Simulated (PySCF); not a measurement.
**Worked example: dipole moment from atomic charges**

SiHF, SMILES F[SiH] (connectivity only; charge and spin as stated), neutral, multiplicity 1. Atoms are numbered in the order given.

```xyz
3

Si     0.1183     0.5896     0.0000
H     -1.3903     0.8968     0.0000
F     -0.0295    -1.0168     0.0000
```
Charge 0, spin multiplicity 1.

Geometry optimised at PBE0-D3(BJ)/def2-TZVPD. The isomer is the one that the SMILES or the coordinates give; other isomers of the formula were not compared.

Charges (e) from PBE/def2-TZVPD (PySCF):

| atom | ESP fit | IAO |
|---|---|---|
| Si1 | 0.152 | 0.640 |
| H2 | -0.024 | -0.149 |
| F3 | -0.128 | -0.491 |

The dipole moment of the full density is 0.86 D.

Q: What dipole moment does each set of point charges give, and which comes closer to that of the density?

A: 
μ = Σ q r, and 1 e Å = 4.8032 D.
ESP fit: Σ q r = (0.055, 0.198, 0.000) e Å, |μ| = 0.99 D.
IAO: Σ q r = (0.297, 0.743, 0.000) e Å, |μ| = 3.84 D.
ESP fit comes closer in size. Point charges leave out the atoms' own dipoles (lone pairs, polarised bonds); fits to the potential absorb them, partitions of the density don't.
